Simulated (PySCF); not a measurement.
Two species compared at the same levels of theory.

First species: C6H9N3.
SMILES: `C=Nc1cc(CC)n[nH]1`

Second species: C4H4N2OS.
InChI=1S/C4H4N2OS/c1-3(7)4-2-5-8-6-4/h2H,1H3

Levels: PBE0/def2-SVPD for dipole moment, HOMO energy, LUMO energy, HOMO–LUMO gap, static isotropic polarisability and electronic spatial extent ⟨r²⟩ about the centre of nuclear charge; TDDFT PBE0/def2-SVPD for lowest singlet excitation; TDA PBE0/def2-SVPD for lowest triplet excitation (Tamm–Dancoff); GFN2-xTB for rotational constant A and rotational constant C. Geometries: GFN2-xTB. Each species is one conformer at its optimised geometry, gas phase, non-relativistic unless stated; the electronic structure was computed with PySCF and density fitting.

The conformers computed, where there is a choice (atom-mapped SMILES and torsion angles):
- `[CH2:1]=[N:2][c:3]1[cH:4][c:5]([CH2:6][CH3:7])[n:8][nH:9]1`: C1–N2–C3–C4 1°, C4–C5–C6–C7 80°
- `[CH3:1][C:2](=[O:3])[c:4]1[cH:5][n:6][s:7][n:8]1`: C1–C2–C4–C5 180°

Values for the first species:

* Dipole moment: 2.15 D
* HOMO energy: -6.80 eV
* LUMO energy: -1.46 eV
* HOMO–LUMO gap: 5.34 eV
* Lowest singlet excitation: 4.50 eV
* Lowest triplet excitation (Tamm–Dancoff): 3.10 eV
* Static isotropic polarisability: 97.2 au
* Electronic spatial extent ⟨r²⟩ about the centre of nuclear charge: 1413 bohr²
* Rotational constant A: 4.138 GHz
* Rotational constant C: 0.830 GHz

Q: Estimate the same properties for the second species, and the change in each.

A: 
| property | first | second | second less first |
| --- | --- | --- | --- |
| dipole moment | 2.15 D | 1.92 D | -0.23 D |
| HOMO energy | -6.80 eV | -7.90 eV | -1.10 eV |
| LUMO energy | -1.46 eV | -2.48 eV | -1.02 eV |
| HOMO–LUMO gap | 5.34 eV | 5.42 eV | +0.08 eV |
| lowest singlet excitation | 4.50 eV | 3.66 eV | -0.84 eV |
| lowest triplet excitation (Tamm–Dancoff) | 3.10 eV | 3.15 eV | +0.05 eV |
| static isotropic polarisability | 97.2 au | 79.0 au | -18.2 au |
| electronic spatial extent ⟨r²⟩ about the centre of nuclear charge | 1413 bohr² | 1099 bohr² | -314 bohr² |
| rotational constant A | 4.138 GHz | 4.435 GHz | +0.297 GHz |
| rotational constant C | 0.830 GHz | 0.988 GHz | +0.158 GHz |

On the first: A dipole of 2.15 D is allowed in C1, and pure rotational transitions are dipole-allowed. In wavenumbers S1 is 36300 cm⁻¹ (1 eV = 8065.54 cm⁻¹).

On the second: The 6 singlets span 3.66 to 6.10 eV, and their oscillator strengths add up to 0.27. In atomic units the dipole is 0.76 e·bohr (1 au = 2.5417 D).
